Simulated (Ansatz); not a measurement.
Cost and result for the atomization energy of `OC[B](Cl)[GeH3]` (11 atoms, 10 bonds).

```csv
atom,x (Å),y (Å),z (Å)
O1,-1.280,-0.143,-1.467
C2,-0.025,-0.769,-1.277
B3,0.776,-0.358,-0.001
Cl4,2.362,-1.062,0.218
Ge5,0.033,0.973,1.401
H6,-1.809,-0.262,-0.674
H7,-0.106,-1.870,-1.313
H8,0.587,-0.514,-2.153
H9,-1.473,0.729,1.636
H10,0.181,2.412,0.878
H11,0.754,0.862,2.753
```

The species carries charge 0 and has multiplicity 1. Correlated methods include outer-core shells of Ge, which these sets cover unevenly. Scalar relativity is left out up to krypton. The geometry is a stationary point of PBE0-D4/def2-TZVP. It is one conformer, not always the lowest. Program: Ansatz. All runs use 4 threads of an Arm Neoverse V1 on a shared host. Times are those of one run each, without the atoms' runs, and a repeat can differ threefold. Electronic energies, without spin–orbit coupling; frozen cores. CCSD(T)/CBS adds CCSD(T) − MP2 in def2-TZVPP to the MP2 limit, and its time is that of the two runs behind it. T1 = 0.012. With those shells the extrapolation isn't a true limit. B3LYP takes the VWN-RPA correlation (the form of Gaussian; ORCA's B3LYP/G).

CCSD(T)/CBS is a level of theory with its own doubt, some kJ/mol a heavy atom from the limit and from the frozen cores, so smaller differences don't rank the functionals.

| level | functions | wall time | atomization (kcal/mol) | difference from CCSD(T)/CBS | per bond |
| --- | --- | --- | --- | --- | --- |
| PBE-D4/def2-TZVPP (with forces) | 267 | 3.4 s | 896.3 | 14.8 | 1.5 |
| PBE0-D4/def2-TZVPP | 267 | 4.7 s | 882.4 | 0.9 | 0.1 |
| r2SCAN-D4/def2-TZVPP (with forces) | 267 | 7 s | 887.4 | 5.9 | 0.6 |
| B3LYP-D4/def2-TZVPP (with forces) | 267 | 7 s | 877.5 | -4.0 | -0.4 |
| B2PLYP/def2-TZVPP | 267 | 8.5 s | 869.0 | -12.5 | -1.2 |
| ωB97X-V/def2-TZVPP | 267 | 12 s | 884.9 | 3.4 | 0.3 |
| ωB97M-V/def2-TZVPP (with forces) | 267 | 17 s | 882.2 | 0.7 | 0.1 |
| MP2/def2-QZVPP | 510 | 40 s | 885.3 | 3.8 | 0.4 |
| CCSD(T)/def2-TZVPP | 267 | 6.3 min | 861.3 | -20.2 | -2.0 |
| CCSD(T)/CBS(def2) | – | 6.9 min | 881.5 | 0.0 | 0.0 |

In def2-TZVPP, CCSD(T) changes the Hartree–Fock value by +220.2 kcal/mol (the triples alone add +13.4 kcal/mol) and MP2 by +232.5 kcal/mol; breaking electron pairs costs correlation energy, which Hartree–Fock lacks. From PBE to PBE0 (25 % exact exchange), in def2-TZVPP and without D4, the atomization energy moves by −13.0 kcal/mol: exact exchange takes away binding that semilocal exchange gives to molecules. The D4 term adds +9.3 kcal/mol with B3LYP and +4.9 kcal/mol with PBE0; it sums over pairs of atoms, weighted by their polarisabilities, and B3LYP, whose exchange is more repulsive, gets the larger term.
